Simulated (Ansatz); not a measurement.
ClH₇O₂Si₃ (`[SiH3]O[SiH](Cl)O[SiH3]`). Total charge 0; spin multiplicity 1. The structure was optimised at the PBE0-D4/def2-TZVP level. It is one conformer, not always the lowest.

```xyz
13

Si   -1.179   -2.087   -0.620
O    -0.525   -0.729   -1.278
Si   -0.233    0.844   -1.078
Cl   -1.867    1.711   -0.186
O     1.056    1.086   -0.139
Si    1.590    1.259    1.407
H    -2.643   -1.913   -0.456
H    -0.900   -3.210   -1.544
H    -0.558   -2.354    0.702
H    -0.012    1.468   -2.388
H     1.134    2.560    1.955
H     1.067    0.153    2.249
H     3.070    1.212    1.375
```

Q: What is the dipole moment at ωB97M-V/def2-TZVPP? (Estimate.)

A: Ansatz gave: 0.91 D, with components (0.59, -0.65, 0.26) D in this frame, pointing from negative to positive charge.

Q: And with PBE, r2SCAN, B3LYP? (An estimate is asked.)

A: The calculation gave: PBE 0.89 D, r2SCAN 0.92 D, B3LYP 0.92 D.

Q: Give the Mulliken charges with ωB97M-V, PBE, B3LYP in def2-TZVPP. (Best estimate.)

A: The calculation gave: 
| atom | ωB97M-V | PBE | B3LYP |
| --- | --- | --- | --- |
| Si1 | 0.29 | 0.33 | 0.40 |
| O2 | -0.38 | -0.29 | -0.37 |
| Si3 | 0.56 | 0.53 | 0.64 |
| Cl4 | -0.22 | -0.23 | -0.26 |
| O5 | -0.38 | -0.29 | -0.38 |
| Si6 | 0.29 | 0.33 | 0.40 |
| H7 | -0.02 | -0.05 | -0.06 |
| H8 | -0.02 | -0.05 | -0.06 |
| H9 | -0.03 | -0.05 | -0.06 |
| H10 | -0.02 | -0.06 | -0.07 |
| H11 | -0.02 | -0.05 | -0.06 |
| H12 | -0.03 | -0.05 | -0.06 |
| H13 | -0.03 | -0.05 | -0.06 |

B3LYP here is the variant with VWN-RPA as its local correlation; programs differ in this.
